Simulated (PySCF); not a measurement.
**Relaxation of triplet FRuN**

Level of theory: UPBE0/[Ru def2-TZVP with ECP28, N def2-TZVP, F def2-TZVP], scalar-relativistic core potentials, density fitting, no spin–orbit coupling, PySCF. A (50,194) grid was used.

A start displaced from a saddle point along its imaginary mode, of Cs symmetry, held to at least that symmetry:

```xyz
3
charge 0 multiplicity 3, angstrom
Ru    0.0042    0.0301   -0.1017
N    -0.0167   -0.1188   -1.7086
F    -0.0104   -0.0738    1.8046
```

What forces act on the atoms at the start (eV/Å)?


```
atom     Fx     Fy     Fz
 Ru1   0.03   0.22  -0.36
  N2  -0.01  -0.10   0.51
  F3  -0.02  -0.12  -0.15
```

What does it relax to?

It ends at Cs with Ru–F 1.880 Å, Ru–N 1.586 Å; F–Ru–N 139.4° (after a last refinement on a finer grid). A frequency run shows a minimum. Other isomers or separated fragments may lie lower.

How much energy is released, and in how many steps?

17.3 kJ/mol in 7 steps.

Open d and f shells are described by one determinant, and the ground state may have another occupation or spin. At this level a singlet minimum of Cs symmetry lies 46 kJ/mol below this structure.
